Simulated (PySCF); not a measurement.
Stepwise substitution at one centre (Ga CH3-SiH3). Isolated molecules, 0 K electronic values unless said otherwise. Strings in code marks are SMILES.

Quantity: redistribution energy (mixed species minus the weighted end members), in kcal/mol.

Level 1: B3LYP/3-21G // PBE-D3(BJ)/def2-TZVP (PySCF)
Level 2: B3LYP/6-31G* // PBE-D3(BJ)/def2-TZVP (PySCF)
Level 3: PBE/6-31G* // PBE-D3(BJ)/def2-TZVP (PySCF)
Level 4: frozen-core MP2/6-31G* // PBE-D3(BJ)/def2-TZVP (PySCF)

| species | level 1 | level 2 | level 3 | level 4 |
|---|---|---|---|---|
| 1 of 3 CH3 replaced by SiH3: `[SiH3][Ga]([CH3])[CH3]` | -0.89 | 0.17 | 0.04 | 0.50 |
| 2 of 3 CH3 replaced by SiH3: `[CH3][Ga]([SiH3])[SiH3]` | -0.71 | 0.28 | 0.17 | 0.66 |
